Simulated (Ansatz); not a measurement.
`BC[SiH2]CF` + HCl → `BC[SiH2]Cl` + `CF` at 500 K and 1 bar (ligand exchange at the Si–C bond).

Program: Ansatz. Geometries: PBE0-D4/def2-TZVP. ΔE: electronic, gas phase. CBS: MP2 limit from def2 TZ/QZ plus the TZ coupled-cluster correction, frozen cores. This one scheme is used for every species. One conformer a species, not always the lowest.

```tsv
species	CCSD(T)/CBS energy (Eh)	H − E (kJ/mol)	S (J/(mol·K))
`BC[SiH2]CF`	-494.56245	301.1	436.9
HCl	-460.38127	32.5	201.9
`BC[SiH2]Cl`	-815.35378	218.1	396.2
`CF`	-139.63461	122.2	244.8
```

H − E and S are ideal-gas, rigid-rotor, harmonic terms from PBE0-D4/def2-TZVP, for one conformer and one mirror image of each species. 1 Eh = 2625.50 kJ/mol, R = 8.31446 J/(mol·K).

Question: By hand: ΔE, ΔH, ΔS and ΔG.

Answer: ΔE = (-815.35378) + (-139.63461) − (-494.56245) − (-460.38127) = -0.04467 Eh = -117.3 kJ/mol. Δ(H − E) = 218.1 + 122.2 − 301.1 − 32.5 = 6.7, so ΔH = -110.6 kJ/mol. ΔS = 396.2 + 244.8 − 436.9 − 201.9 = 2.2 J/(mol·K). ΔG = -110.6 − 500 × (2.2)/1000 = -111.7 kJ/mol.

Question: By hand: the equilibrium constant, and the temperature at which ΔG would vanish if ΔH and ΔS stayed fixed.

Answer: log₁₀ K = −ΔG/(RT ln 10) = 11.7. ΔH and −TΔS have one sign here, so there is no such temperature. One of them is within its doubt of zero, so this could turn.

The number of gas molecules stays the same, so ΔS is small and ΔH decides. A doubt of 5 kJ/mol in ΔE shifts log₁₀ K by 0.5 here. Other conformers and mirror images would add mixing entropy, several J/(mol·K) or more a flexible species. Modes under 60 cm⁻¹, often nearly free rotors, make the harmonic entropy too high. These are equilibria of isolated gas molecules and say nothing of rates. Largest T1 diagnostic: 0.011 (customary marks: 0.02 for closed shells, 0.045 for open ones).
